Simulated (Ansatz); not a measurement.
```yaml
crystal:
  periodic: [false, false, false]
  atoms:
    - {symbol: C, position_ang: [0.056181, -1.545428, 1.500521]}
    - {symbol: O, position_ang: [1.335904, -1.167400, 1.045541]}
    - {symbol: In, position_ang: [1.540538, 0.214160, -0.332420]}
    - {symbol: O, position_ang: [3.252276, 0.820585, -1.067834]}
    - {symbol: O, position_ang: [-0.077814, 1.094759, -1.059738]}
    - {symbol: Si, position_ang: [-1.692353, 1.031448, -0.866177]}
    - {symbol: H, position_ang: [-0.510214, -0.707507, 1.926116]}
    - {symbol: H, position_ang: [0.191074, -2.290602, 2.290373]}
    - {symbol: H, position_ang: [-0.555588, -2.000805, 0.711877]}
    - {symbol: H, position_ang: [3.114270, 1.506688, -1.727201]}
    - {symbol: H, position_ang: [-2.225281, -0.333901, -1.147378]}
    - {symbol: H, position_ang: [-2.337806, 1.991245, -1.801064]}
    - {symbol: H, position_ang: [-2.091186, 1.386758, 0.527375]}
basis:
  gaussian: {orbitals: def2-TZVPD}
magnetization: {spin_polarized: true, initial_magnetization: 1}
hamiltonian: {xc: {name: HSE06}, dispersion: d3bj}
scf: {lower_state_search: light}
```

```sh
$ ansatz run in.yaml --threads 2 --pin off --events-out ev --progress --plain --max-ram 32768MiB --backend cpu
```

Output, abridged:

```
Error: a molecule whose nuclei and cores have a total charge of 72 cannot have a net charge of 0 together with 1 unpaired electrons
```

Question: Something in this input is off. What?

Answer: The number of unpaired electrons doesn't fit the electron count. The program refused the input.

HSE06 is defined as in plane-wave codes.
